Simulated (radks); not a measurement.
Question: The calcium ion Ca+, configuration [Ar] 4s1. Calculated with a radial shooting solver on a logarithmic mesh with Libxc functionals: non-relativistic Kohn-Sham, exchange-only B88, spin-polarised, spherical densities, point nucleus; open shells are filled with parallel spins first. Some entries of the table are withheld. Estimate them.

| orbital | occ. | eigenvalue (hartree) | <r^2> (bohr^2) |
|---|---|---|---|
| 1s up | 1 | -144.6303 | 0.008037 |
| 1s down | 1 | -144.6293 | 0.008037 |
| 2s up | 1 | -15.30253 | 0.1594 |
| 2s down | 1 | -15.30140 | 0.1594 |
| 2p up | 3 | (1) | 0.1336 |
| 2p down | 3 | (2) | 0.1336 |
| 3s up | 1 | -1.92378 | 1.563 |
| 3s down | 1 | -1.91995 | 1.555 |
| 3p up | 3 | -1.24172 | 1.920 |
| 3p down | 3 | -1.23604 | 1.890 |
| 4s up | 1 | -0.33024 | 14.94 |

Answer: 
(1) 2p up eigenvalue (hartree): -12.50871
(2) 2p down eigenvalue (hartree): -12.50768
